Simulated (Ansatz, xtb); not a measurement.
## Two structures of AlAsF3H3

Structure X is a singlet given by its coordinates and structure Y is `F[AsH2+][AlH-]([F])[F]`, a singlet. Both are isolated molecules in the gas phase, relaxed with PBE0-D4/def2-SVP; the shapes shown needn't be the lowest conformers.

X (Å):

```xyz
8

Al   -0.6687    0.3240    0.2062
As    0.7338   -1.0995   -2.3026
F    -0.5928    0.0492   -1.6814
F    -2.1896   -0.2487    0.5739
F    -0.4254    1.9702    0.3047
H     1.8398   -0.0708   -2.0876
H     0.4816   -0.5946   -3.7241
H     0.5796   -0.6203    0.5020
```

Close contacts (Å): Al1–F3 1.91, Al1–F4 1.67, Al1–F5 1.67, As2–F3 1.86, Al1–H8 1.59, As2–H6 1.53, As2–H7 1.53.

Y (Å):

```yaml
atoms:
  - { symbol: Al, position_ang: [-0.5031, 0.0174, 0.4476] }
  - { symbol: As, position_ang: [0.3661, -0.1398, -2.0604] }
  - { symbol: F, position_ang: [-0.3750, 0.9445, -3.1909] }
  - { symbol: F, position_ang: [-2.0982, -0.3331, 0.1019] }
  - { symbol: F, position_ang: [-0.1042, 1.6231, 0.6702] }
  - { symbol: H, position_ang: [1.8197, 0.1294, -2.3951] }
  - { symbol: H, position_ang: [0.2319, -1.4279, -2.8478] }
  - { symbol: H, position_ang: [0.4209, -1.1039, 1.0656] }
```

Estimate E(Y) − E(X) at the level CCSD(T)/def2-SVP + ΔMP2/def2-TZVPP.

Calculated at CCSD(T)/def2-SVP + ΔMP2/def2-TZVPP: E(Y) − E(X) = +9.6 kcal/mol, so structure X lies lower.

Level by level:

```tsv
level	geometry	E(Y) − E(X) (kcal/mol)	departure from the last row (kcal/mol)	job, with rough time for the two
PBE0-D4/def2-SVP	PBE0-D4/def2-SVP	+12.2	+2.6	optimisation, 2 min
HF/def2-SVP	PBE0-D4/def2-SVP	+14.1	+4.5	part of the CCSD(T) run
MP2/def2-SVP	PBE0-D4/def2-SVP	+14.5	+4.9	part of the CCSD(T) run
CCSD(T)/def2-SVP	PBE0-D4/def2-SVP	+15.7	+6.1	single point
CCSD(T)/def2-SVP + ΔMP2/def2-TZVPP	PBE0-D4/def2-SVP	+9.6		single point, 40 s
```

None of the levels shown reverses the order. The largest departure from CCSD(T)/def2-SVP + ΔMP2/def2-TZVPP is that of CCSD(T)/def2-SVP, 6.1 kcal/mol. Levels run at GFN2-xTB geometries aren't shown. The last row adds to CCSD(T) the change of the MP2 difference between the two basis sets, here −6.1 kcal/mol, a large step that makes the value less sure.

With harmonic frequencies from PBE0-D4/def2-SVP (ideal gas, rigid rotor, one conformer each, 298.15 K, 1 atm): on the last row, ΔE + ΔZPE = +9.5 kcal/mol. A mode under 50 cm⁻¹ makes harmonic enthalpies and free energies unreliable, so none is given.

The correlated steps freeze 17 core orbitals; the filled d shell of As is correlated, in a basis made for valence electrons. Run with Ansatz 0.2.0; the last row on 2 threads of Arm Neoverse V1 on a shared host.
